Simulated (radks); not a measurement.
Problem. The ruthenium ion Ru8+ is in [Kr]. All-electron calculation, Dirac Kohn-Sham, relativistic LDA (MacDonald-Vosko exchange, VWN5 correlation), spin-unpolarised, spherical densities, finite nucleus; Fermi nuclear charge, rms radius of each element as measured or else 0.836 A^(1/3) + 0.57 fm. Program: a radial shooting solver on a logarithmic mesh with Libxc functionals. Sub-shells are occupied by j as written (lower j first in brackets). One electron is removed from 4s1/2, 4p3/2, 3d5/2, 4p1/2 in turn, with full relaxation. Which removal costs least, and what does each cost?

Solution. 4p3/2 178.53 eV; 4p1/2 182.88 eV; 4s1/2 212.68 eV; 3d5/2 431.37 eV. The 4p3/2 electron leaves first.
